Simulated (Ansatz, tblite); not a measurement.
Spin states of the cluster Ag₂H₃⁻ (the lowest singlet isomer of a short search), each relaxed with r2SCAN-D4/def2-TZVPD in Ansatz. Electronic energies in the gas phase.

In the def2 sets Ag takes a core potential; there is no spin–orbit coupling. The xTB rows come from tblite. LC-ωPBE has ω = 0.4 bohr⁻¹. Correlated methods freeze no core orbitals; core or outer-core shells of Ag are correlated, in sets that lack core-valence functions. The structure comes from a short search, and lower isomers may exist.

Singlet geometry (C2v within 0.1 Å):

```xyz
5

Ag   -0.190    0.938    1.048
Ag    0.329   -0.783   -1.137
H     0.102   -2.212   -1.936
H     0.708    0.790   -0.455
H    -0.948    1.267    2.480
```

Quintet geometry (C2 within 0.1 Å):

```xyz
5

Ag   -1.338   -0.293   -0.477
Ag    0.799    1.124    0.450
H     1.788    0.990   -0.967
H     0.413   -0.637    0.021
H    -1.663   -1.184    0.974
```

⟨S²⟩: quintet 6.01 at PBE0-D4/def2-TZVPD (pure 6.00).

The triplet was relaxed too but is left out (at the level of its geometry, an occupied level 0.06 eV above an empty one); at PBE0-D4/def2-TZVPD it lies 3.74 eV above the lowest shown.

Q: Estimate which spin state lies lowest at each of these levels, and by how much: GFN1-xTB; GFN2-xTB; LDA (SPW92)/def2-TZVPD; PBE-D4/def2-TZVPD; revPBE-D4/def2-TZVPD; r2SCAN-D4/def2-TZVPD; r2SCANh-D4/def2-TZVPD; PBE0-D4/def2-TZVPD; LC-ωPBE/def2-TZVPD; PBE-QIDH/def2-TZVPD; RPA@PBE/def2-TZVPD.

A: 
```json
{"level": "GFN1-xTB", "quintet − singlet (kcal/mol)": "157.9", "lowest of these": "singlet", "remarks": "–"}
{"level": "GFN2-xTB", "quintet − singlet (kcal/mol)": "119.9", "lowest of these": "singlet", "remarks": "–"}
{"level": "LDA (SPW92)/def2-TZVPD", "quintet − singlet (kcal/mol)": "135.6", "lowest of these": "singlet", "remarks": "HOMO above zero (quintet)"}
{"level": "PBE-D4/def2-TZVPD", "quintet − singlet (kcal/mol)": "130.9", "lowest of these": "singlet", "remarks": "HOMO above zero (quintet)"}
{"level": "revPBE-D4/def2-TZVPD", "quintet − singlet (kcal/mol)": "129.2", "lowest of these": "singlet", "remarks": "HOMO above zero (quintet)"}
{"level": "r2SCAN-D4/def2-TZVPD", "quintet − singlet (kcal/mol)": "128.1", "lowest of these": "singlet", "remarks": "HOMO above zero (quintet)"}
{"level": "r2SCANh-D4/def2-TZVPD", "quintet − singlet (kcal/mol)": "129.5", "lowest of these": "singlet", "remarks": "HOMO above zero (quintet)"}
{"level": "PBE0-D4/def2-TZVPD", "quintet − singlet (kcal/mol)": "134.7", "lowest of these": "singlet", "remarks": "HOMO above zero (quintet)"}
{"level": "LC-ωPBE/def2-TZVPD", "quintet − singlet (kcal/mol)": "140.7", "lowest of these": "singlet", "remarks": "–"}
{"level": "PBE-QIDH/def2-TZVPD", "quintet − singlet (kcal/mol)": "139.3", "lowest of these": "singlet", "remarks": "–"}
{"level": "RPA@PBE/def2-TZVPD", "quintet − singlet (kcal/mol)": "134.4", "lowest of these": "singlet", "remarks": "–"}
```

Change of the quintet − singlet gap on mixing in exact exchange, in kcal/mol: PBE to PBE0 (25 % exact exchange) 3.8; r2SCAN to r2SCANh (10 % exact exchange) 1.4. The xTB methods have no spin-polarisation term.
